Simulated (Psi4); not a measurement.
C4H7, doublet, at a GFN2-xTB geometry; BLYP/cc-pVDZ in Psi4.

Here is a job for Psi4.
```
memory 2 GB

molecule {
0 2
  C     0.00788728    1.06774097    0.04664582
  C    -0.00763800   -1.03399532   -0.04517160
  C    -1.08467578    0.06806734    0.00750974
  C     1.08556611    0.05246214   -0.00224423
  H     0.01578849    2.13736921    0.09337410
  H    -0.01599358   -1.62576582   -0.95751018
  H    -0.00859656   -1.70312770    0.81208260
  H    -1.73307724    0.04050504    0.89034144
  H    -1.74043106    0.11741518   -0.86891810
  H     1.74141305    0.01552159    0.87472563
  H     1.73405923    0.09243173   -0.88453390
}

set basis cc-pvdz
set reference uks
set dft_spherical_points 974

energy('blyp')
print_variables()
```

The log (banner, timings and long lists left out):

```
   => Loading Basis Set <=

    Name: CC-PVDZ
    Role: ORBITAL
    Keyword: BASIS

         ---------------------------------------------------------
                                   SCF
               by Justin Turney, Rob Parrish, Andy Simmonett
                          and Daniel G. A. Smith
                              UKS Reference
         ---------------------------------------------------------

  ==> Geometry <==

    Molecular point group: c1
    Full point group: C1

    Geometry (in Angstrom), charge = 0, multiplicity = 2:

       Center              X                  Y                   Z               Mass
    ------------   -----------------  -----------------  -----------------  -----------------
         C            0.007764054631     1.051059264569     0.045917056365    12.000000000000
         C           -0.007761225369    -1.050677025431    -0.045900363635    12.000000000000
         C           -1.084799005369     0.051385634569     0.006780976365    12.000000000000
         C            1.085442884631     0.035780434569    -0.002972993635    12.000000000000
         H            0.015665264631     2.120687504569     0.092645336365     1.007825032230
         H           -0.016116805369    -1.642447525431    -0.958238943635     1.007825032230
         H           -0.008719785369    -1.719809405431     0.811353836365     1.007825032230
         H           -1.733200465369     0.023823334569     0.889612676365     1.007825032230
         H           -1.740554285369     0.100733474569    -0.869646863635     1.007825032230
         H            1.741289824631    -0.001160115431     0.873996866365     1.007825032230
         H            1.733936004631     0.075750024569    -0.885262663635     1.007825032230

  Running in c1 symmetry.

  Rotational constants: A =      0.40555  B =      0.37349  C =      0.21811 [cm^-1]
  Rotational constants: A =  12158.19376  B =  11196.95269  C =   6538.75018 [MHz]
  Nuclear repulsion =  120.111617287204723

  Charge       = 0
  Multiplicity = 2
  Electrons    = 31
  Nalpha       = 16
  Nbeta        = 15

  ==> Algorithm <==

  SCF Algorithm Type is DF.
  DIIS enabled.
  MOM disabled.
  Fractional occupation disabled.
  Guess Type is SAD.
  Energy threshold   = 1.00e-06
  Density threshold  = 1.00e-06
  Integral threshold = 1.00e-12

  ==> Primary Basis <==

  Basis Set: CC-PVDZ
    Blend: CC-PVDZ
    Number of shells: 45
    Number of basis functions: 91
    Number of Cartesian functions: 95
[...]
      Ntotal   =   30.9999997108 ; deviation = -2.892e-07

   @Spin Contamination Metric:   3.320288365E-03
   @S^2 Expected:                7.500000000E-01
   @S^2 Observed:                7.533202884E-01
   @S   Expected:                5.000000000E-01
   @S   Observed:                5.000000000E-01

    Orbital Energies [Eh]
    ---------------------

    Alpha Occupied:

[...]
      16A     -0.135986

    Alpha Virtual:

[...]
    Beta Occupied:

[...]
    Beta Virtual:

[...]
      91A      2.811005

    Final Occupation by Irrep:
              A
    DOCC [    15 ]
    SOCC [     1 ]
    NA   [    16 ]
    NB   [    15 ]

  @DF-UKS Final Energy:  -156.44379298510262

   => Energetics <=

    Nuclear Repulsion Energy =            120.1116172872047230
    One-Electron Energy =                -446.8272389667527023
    Two-Electron Energy =                 194.5240499788120871
    DFT Exchange-Correlation Energy =     -24.2522212843666836
    Empirical Dispersion Energy =           0.0000000000000000
    VV10 Nonlocal Energy =                  0.0000000000000000
    Total Energy =                       -156.4437929851026183

  UHF NO Occupations:
  HONO-2 :   14  A 1.9997208
  HONO-1 :   15  A 1.9990875
  HONO-0 :   16  A 1.0000000
  LUNO+0 :   17  A 0.0009125
  LUNO+1 :   18  A 0.0002792
  LUNO+2 :   19  A 0.0001909
  LUNO+3 :   20  A 0.0001528

Computation Completed

Properties will be evaluated at   0.000000,   0.000000,   0.000000 [a0]

Properties computed using the SCF density matrix

 Multipole Moments:

 ------------------------------------------------------------------------------------
     Multipole            Electronic (a.u.)      Nuclear  (a.u.)        Total (a.u.)
 ------------------------------------------------------------------------------------

 L = 1.  Multiply by 2.5417464519 to convert [e a0] to [Debye]
 Dipole X            :          0.0066348           -0.0072187           -0.0005839
 Dipole Y            :          0.8981889           -0.9772395           -0.0790505
 Dipole Z            :          0.0392387           -0.0426921           -0.0034534
 Magnitude           :                                                    0.0791281

 ------------------------------------------------------------------------------------

  Variable Map:
  ----------------------------------------------------------------------------
[...]
  Array Variable Map:
  ----------------------------------------------------------------------------
[...]
[...]
```
